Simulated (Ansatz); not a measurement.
Program: Ansatz 0.2.0.

Basis-set series for C3H8Sn (`C[CH2][Sn][CH3]`). The species carries charge 0 and has multiplicity 1. Sn takes the def2 core potential. The structure was optimised at the PBE0-D4/def2-TZVP level. It is one conformer, not always the lowest.

```xyz
12

C     1.005    0.358   -0.954
C     1.039   -0.925   -0.141
Sn   -0.794   -1.577    0.893
C    -1.735    0.399    0.947
H     0.710    1.216   -0.345
H     1.980    0.593   -1.394
H     0.291    0.295   -1.780
H     1.381   -1.772   -0.747
H     1.776   -0.847    0.673
H    -1.863    0.782   -0.071
H    -1.084    1.102    1.476
H    -2.706    0.375    1.442
```

```tsv
functional	basis	functions	energy (Eh)	HOMO (eV)	LUMO (eV)
PBE0-D4	def2-TZVPP	255	-333.31781	-5.79	-2.27
PBE0-D4	def2-QZVPP	493	-333.32662	-5.81	-2.28
ωB97M-V	def2-TZVPP	255	-333.32956	-7.84	-0.56
ωB97M-V	def2-QZVPP	493	-333.33839	-7.86	-0.60
```

**Question.** Give the rows for def2-SVP. (Best estimate.)

**Answer.** The calculation gave: 
```csv
functional,basis,functions,energy (Eh),HOMO (eV),LUMO (eV)
PBE0-D4,def2-SVP,108,-333.17778,-5.73,-2.22
ωB97M-V,def2-SVP,108,-333.17967,-7.76,-0.43
```
